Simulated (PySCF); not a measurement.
**Spin-rotation constants: `[C@@H]1(C)CC2(CC2)[C@@H]1C`, C$_{8}$H$_{14}$**

Geometry (Å), atoms numbered from 1 in this order:
```xyz
22

C     2.406    0.399   -0.246
C     1.220    0.159    0.671
C     0.553   -1.228    0.556
C    -0.777   -0.542    0.298
C    -1.872   -1.029   -0.594
C    -2.098   -0.916    0.887
C    -0.131    0.839    0.317
C    -0.208    1.616   -0.987
H     3.246   -0.215    0.072
H     2.713    1.442   -0.211
H     2.165    0.142   -1.273
H     1.517    0.383    1.698
H     0.915   -1.816   -0.287
H     0.592   -1.841    1.456
H    -1.777   -2.017   -1.019
H    -2.368   -0.323   -1.243
H    -2.738   -0.123    1.245
H    -2.165   -1.824    1.466
H    -0.502    1.473    1.128
H    -1.218    1.995   -1.131
H     0.473    2.463   -0.970
H     0.042    0.981   -1.833
```

Method used: PySCF 2.14.0, GIAO B3LYP/pcSseg-1 magnetisability, rotational g tensor and spin-rotation constants, non-relativistic, gas phase. Geometry: GFN2-xTB.

Question: Give the nuclear spin-rotation constants along the inertial axes (H = +C I·J) beside the isotropic shieldings.

Answer: Rotational constants 3.4176, 1.6589, 1.3411 GHz. A star marks the isotopologue with that one atom substituted, in its own axes.
```tsv
atom	isotope	Caa (kHz)	Cbb (kHz)	Ccc (kHz)	mean (kHz)	σ (ppm)
H9	1H	-0.266	-0.010	-0.153	-0.143	30.7
H10	1H	-0.197	-0.089	-0.116	-0.134	30.7
H11	1H	-0.351	-0.165	0.004	-0.171	30.8
H12	1H	-0.334	-0.136	0.014	-0.152	29.3
H13	1H	-0.371	-0.194	0.052	-0.171	30.1
H14	1H	-0.342	0.018	-0.115	-0.146	29.5
H15	1H	-0.356	-0.144	-0.038	-0.179	31.8
H16	1H	-0.376	0.009	-0.142	-0.170	31.3
H17	1H	-0.317	-0.126	-0.060	-0.168	31.5
H18	1H	-0.279	-0.024	-0.156	-0.153	31.4
H19	1H	-0.351	-0.174	0.046	-0.160	29.5
H20	1H	-0.149	-0.079	-0.153	-0.127	31.1
H21	1H	-0.024	-0.149	-0.138	-0.104	30.8
H22	1H	-0.400	-0.173	0.030	-0.181	30.8
C1	13C*	0.483	0.265	0.198	0.315	163.4
C2	13C*	0.650	0.243	0.222	0.372	152.3
C3	13C*	0.493	0.353	0.257	0.368	142.2
C4	13C*	0.834	0.136	0.193	0.387	159.7
C5	13C*	0.462	0.181	0.233	0.292	170.1
C6	13C*	0.513	0.181	0.246	0.313	164.8
C7	13C*	0.529	0.350	0.249	0.376	141.8
C8	13C*	0.494	0.246	0.189	0.310	166.7
```
For the geometry as given, no vibrational averaging.

Question: How do the rotational constants and the g tensor change when H9, H10, H11, H12, H13, H14, H15, H16, H17, H18, H19, H20, H21, H22 are replaced by deuterium?

Answer: Constants 2.5965, 1.3519, 1.0975 GHz; g -0.0008, 0.0020, -0.0042, against -0.0010, 0.0025, -0.0052 before.
